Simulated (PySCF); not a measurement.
Species: C5H6N2S.
Cartesian coordinates in Å at the PBE0-D3(BJ)/def2-SVP level; atoms count from 1:
```
atom  x, y, z in Å
N1    -3.183    0.162   -1.205
C2    -2.492   -0.016   -0.149
C3    -1.054    0.005    0.031
C4    -0.343   -0.191    1.192
C5     1.060   -0.115    1.032
C6     1.426    0.144   -0.276
N7     2.684    0.335   -0.783
S8     0.037    0.298   -1.303
H9    -2.571    0.343   -2.011
H10   -3.042   -0.219    0.788
H11   -0.837   -0.391    2.146
H12    1.784   -0.244    1.837
H13    2.815    0.188   -1.775
H14    3.446   -0.014   -0.216
```

The calculation used PBE0-D3(BJ)/def2-SVP geometry optimisation, gas phase in PySCF 2.14.0.

Take the most abundant isotopes and a rigid rotor. The values belong to one conformer with, in the numbering `[H]/[N:1]=[CH:2]\[c:3]1[cH:4][cH:5][c:6]([NH2:7])[s:8]1`, N1–C2–C3–C4 180°.

**Question.** What are A, B and C (cm⁻¹)?

**Answer.** Ia = 115.64, Ib = 408.19, Ic = 523.51 u·Å²; 505379 MHz·u·Å²/I gives 4370, 1238 and 965.4 MHz, that is A = 0.14577, B = 0.04130, C = 0.03220 cm⁻¹.

**Question.** Classify the top.

**Answer.** An asymmetric top; Ray's κ = -0.840.

**Question.** What does the inertial defect say?

**Answer.** Not planar: Δ = Ic − Ia − Ib = -0.32 u·Å². For a rigid frame Δ = −2 Σ m c², so Σ m c² = 0.16 u·Å² lies off the ab plane: 0.13 from hydrogen and 0.03 from heavier atoms. The atom farthest from that plane is 0.29 Å away.

**Question.** Give the other two planar moments, Paa and Pbb, and the rms extents of the mass along the axes.

**Answer.** Paa = Σ m a² = (Ib + Ic − Ia)/2 = 408.03 and Pbb = Σ m b² = (Ia + Ic − Ib)/2 = 115.48 u·Å². With the mass M = 126.03 u, the rms extents √(P/M) along a, b and c are 1.80, 0.96, 0.04 Å.

**Question.** Where do the levels up to J = 2 lie, in MHz?

**Answer.** Above 0(0,0):
J = 1: 1(0,1) 2203, 1(1,1) 5336, 1(1,0) 5608
J = 2: 2(0,2) 6593, 2(1,2) 9470, 2(1,1) 10288, 2(2,1) 19684, 2(2,0) 19701
Those of J = 1 are B + C, A + C and A + B.

**Question.** Which lines would a microwave search look for?

**Answer.** The dipole components are |μa| = 5.29 D, |μb| = 0.31 D, |μc| = 0.87 D. Intensities carry the squares of the components, which stand as 1.00 : 0.00 : 0.03 (a : b : c). Some lines, for components of 0.1 D or more:

```
type  branch         J(Ka,Kc)    MHz  lower level (cm⁻¹)
   a       Q  2(1,1) ← 2(1,2)    818               0.316
   c       Q  5(1,5) ← 5(0,5)   1686               1.083
   b       Q  4(1,3) ← 4(0,4)   4836               0.727
   a       R  4(1,3) ← 3(1,2)   9323               0.577
   b       Q  2(2,0) ← 2(1,1)   9413               0.343
   b       Q  2(2,1) ← 2(1,2)  10215               0.316
   a       R  5(0,5) ← 4(0,4)  10695               0.727
   b       Q  4(2,3) ← 4(1,4)  11198               0.797
   a       R  5(1,4) ← 4(1,3)  11617               0.888
   c       R  4(1,3) ← 3(0,3)  13484               0.438
   c       R  2(2,0) ← 1(1,0)  14093               0.187
   c       R  4(2,2) ← 3(1,2)  18050               0.577
   c       R  4(3,1) ← 3(2,1)  25119               0.880
   c       R  5(3,3) ← 4(2,3)  27467               1.171
   c       Q  5(5,1) ← 5(4,1)  29381               2.849
   b       R  5(4,1) ← 4(3,2)  33906               1.718
   b       R  5(5,1) ← 4(4,0)  40436               2.480
```

PBE0-D3(BJ)/def2-SVP frequencies: not computed here. These are rigid-rotor constants of the computed structure; measured ground-state constants (B0) also hold zero-point vibration. A rigid rotor knows nothing of inversion at nitrogen, which can split or shift real lines. Quadrupole hyperfine structure (14N) is left out.
